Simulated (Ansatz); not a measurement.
Correlation energies of CH3Al2FO2 by basis set

Cartesian coordinates in Å:
```
F 1.015 -2.386 1.295
Al 0.150 -1.141 0.678
O -1.364 -1.071 -0.128
C -0.686 -0.119 -0.902
O -1.064 1.198 -0.670
Al 0.515 1.265 0.048
H -0.625 -0.384 -1.958
H 0.387 0.324 1.564
H 1.672 2.315 0.072
```

Charge 0, multiplicity 1. The bonds changed during the relaxation, so this is another structure than the one it started from. All single points use the PBE0-D4/def2-TZVP geometry. It is one conformer, not always the lowest. Frozen core, restricted reference, Ansatz 0.2.0. CBS rows extrapolate triple and quadruple zeta; past MP2 they add the triple-zeta difference.

```
     basis     HF (Eh)  MP2 corr.  CCSD corr.       (T)  CCSD(T) total
  def2-SVP           ?          ?    -0.84712  -0.02400              ?
def2-TZVPP  -772.85291   -1.04496    -1.05986  -0.04263     -773.95540
def2-QZVPP  -772.88153          ?           –         –              –
 CBS(def2)  -772.88547   -1.19336           ?     as TZ              ?
```

(1) Fill in the withheld values. (Best estimate.)

Results:

(1) Ansatz gave: def2-SVP HF (Eh): -772.31205; def2-SVP MP2 corr.: -0.82153; def2-SVP CCSD(T) total: -773.18317; def2-QZVPP MP2 corr.: -1.13021; CBS(def2) CCSD corr.: -1.20826; CBS(def2) CCSD(T) total: -774.13636.
